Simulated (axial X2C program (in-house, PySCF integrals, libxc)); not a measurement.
How long does TiN take?

A bond scan computed with an in-house all-electron X2C program for linear molecules (integrals from PySCF). Basis: Ti dyall-cv3z [10s10p6d4f2g], N dyall-av3z [7s7p3d2f] (cores contracted in-house).

Input file and command:
```json
{"zs": [22, 7], "q": 0, "bas": ["dyall-cv3z", "dyall-av3z"], "levels": ["PBE0", "HF", "BLYP"], "cc": true, "r0": 1.77, "thr": -1.0, "nmax": 90, "npts": 10, "nst": 2, "ntry": 6}
```
```bash
python so2c.py task.json out
```

Keys: zs atomic numbers; q charge; bas basis sets; levels methods; cc coupled cluster on or off; r0 starting distance in Å; thr threshold in hartree for freezing inner shells (an s shell follows its p shell); nmax most natural virtual spinors; npts points on the curve; nst determinants followed; ntry starts of the search. HF also brings MP2.

Hardware: 1 thread of AMD EPYC 7R43 64-Core Processor (Zen 3) (shared host).

Wall time of one point of each curve, integrals apart:

```
Hamiltonian                               level  points  seconds a point
  spin-free                                PBE0      10             0.81
  spin-free                                  HF      10             0.98
  spin-free  CCSD(T) (9 electrons, 90 virtuals)       6              8.1
  spin-free                                BLYP      10              0.6
         2c                                PBE0      10                1
         2c                                BLYP      10              0.6
```

The rest:

Search with its distance optimisation 43 s, atoms 15 s, whole task 190 s. Coupled cluster runs on the points near the minimum only. The program drops outer points, and coupled cluster, when its time limit (not in the input) nears; MP2, further determinants and curves that did not converge are not in the table.
